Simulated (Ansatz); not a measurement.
Eight cases of atomisation energy with Al to Br (electronic energies, kcal/mol), geometries: B3LYP-D3(BJ)/def2-TZVP. Functionals by Ansatz (a quantum-chemistry and plane-wave program) in def2-TZVPD; columns hold the difference against the high level (Ansatz, AFQMC by cisd_afqmc): A = CCSD(T)/CBS(cc-pV(Q+d)Z,cc-pV(5+d)Z) + [CCSDT(Q) - CCSD(T)]/cc-pV(T+d)Z + core + X2C; B = CCSD(T)/CBS(cc-pV(T+d)Z,cc-pV(Q+d)Z) + [CCSDT(Q) - CCSD(T)]/cc-pV(D+d)Z + core + X2C; C = CCSD(T)/CBS(cc-pV(T+d)Z,cc-pV(Q+d)Z) + [CCSDT(Q) - CCSD(T)]/cc-pV(T+d)Z + core + X2C; D = CCSD(T)/CBS(cc-pVQZ,cc-pV5Z) + [CCSDT(Q) - CCSD(T)]/cc-pVTZ + [CCSDTQ - CCSDT(Q)]/cc-pVDZ; E = CCSD(T)/CBS(cc-pVTZ,cc-pVQZ) + [CCSDT(Q) - CCSD(T)]/cc-pVDZ; F = CCSD(T)/CBS(def2-TZVPP,def2-QZVPP) + [CCSDT(Q) - CCSD(T)]/def2-QZVPP + [CCSDTQ - CCSDT(Q)]/def2-SVP. The cases were drawn at random from those of this class that have a high level and all functionals, leaving out states under which another spin lies or may lie. Left out are anions, K, Ca, elements past Kr, ionisation of Li, Na and Mg, pi-pi* triplets of linear molecules and other triplets made from a closed-shell parent. Runs that doubt their state, and full CI more than 15 mEh from coupled cluster, are set aside; a case stays where another high level and all functionals remain. AFQMC serves as high level only in triple zeta or larger, with a steady walk, a bar under 0.8 kcal/mol and agreement with other high levels or trials where they ran; where none ran, an unstable determinant or (outside 3d species) a high T1 diagnostic also bars it, so strongly correlated cases are thinned. No case was kept or dropped by the size of a functional's miss. Each difference is the functional minus the high level; affinities count positive where energy is released, gaps as the second state minus the first. Open shells are spin-unrestricted; no spin-orbit coupling. Cores are frozen in correlated methods (noble-gas shells, and filled d and f shells in the p block). Rows without X2C or -DK are non-relativistic. CBS(X,Y): correlation extrapolated as X^-3, Hartree-Fock from the larger set (Q,5: extrapolated as (X+1)exp(-9√X)). A bracket is a step between two methods taken in the basis named. Functionals run without relativity, which enters their misses. Double hybrids freeze cores in their MP2 part. 'core' is core correlation in cc-pwCVTZ (1s frozen past Ne), 'X2C' scalar relativity in cc-pVTZ-DK, both at CCSD(T). For partners of very few electrons the exact lower level stands in for a higher one. Spin-orbit terms, left out, reach several kcal/mol for Br and I, and more for heavier atoms. The restricted determinant of Cl2Si (Cl[Si]Cl, singlet) is unstable towards broken spin symmetry in at least one set run. The UHF reference of CH3Si (C[Si], doublet) is spin-contaminated (<S^2> up to 0.04 over the pure value in the sets run). The UHF reference of H3Si2 ([SiH][SiH2], doublet) is spin-contaminated (<S^2> up to 0.19 over the pure value in the sets run). The spin of ClGa ([Cl][Ga], triplet) was assumed, and the state is the lowest solution found for it. The spin of H4Si2 ([SiH][SiH3], triplet) was assumed, and the state is the lowest solution found for it.

```csv
case,level,value
CH3NOSi (SMILES O=C=N[SiH3]),B,666.0
"GaCl (SMILES [Cl][Ga], triplet)",F,35.4
"CH3Si (SMILES C[Si], doublet)",C,379.3
SiCl2 (SMILES Cl[Si]Cl),A,209.1
"Si2H3 (SMILES [SiH][SiH2], doublet)",C,287.3
"Si2H4 (SMILES [SiH][SiH3], triplet)",C,351.9
GeBr2 (SMILES [Br][Ge][Br]),D,169.9
"CBr4 (tetrabromomethane, SMILES BrC(Br)(Br)Br)",E,263.7
```

Question: Predict the difference of PBE, r2SCAN, B2PLYP for each case and sum up.

Answer: 
```
case                                             PBE  r2SCAN  B2PLYP
----------------------------------------------  ----  ------  ------
CH3NOSi (SMILES O=C=N[SiH3])                    19.6     2.1    -3.9
GaCl (SMILES [Cl][Ga], triplet)                 -2.9     0.9    -6.7
CH3Si (SMILES C[Si], doublet)                    3.2    -0.6    -5.5
SiCl2 (SMILES Cl[Si]Cl)                          2.7    -0.7    -7.0
Si2H3 (SMILES [SiH][SiH2], doublet)             -1.6     2.3    -6.4
Si2H4 (SMILES [SiH][SiH3], triplet)             -5.2     4.9    -7.6
GeBr2 (SMILES [Br][Ge][Br])                      7.6     5.0    -4.1
CBr4 (tetrabromomethane, SMILES BrC(Br)(Br)Br)  19.1     6.5   -10.1
```
PBE: mean +5.3, mean absolute 7.7, median absolute 4.2, largest +19.6; r2SCAN: mean +2.6, mean absolute 2.9, median absolute 2.2, largest +6.5; B2PLYP: mean -6.4, mean absolute 6.4, median absolute 6.6, largest -10.1 kcal/mol. PBE lies above in 5 and below in 3 of the eight.
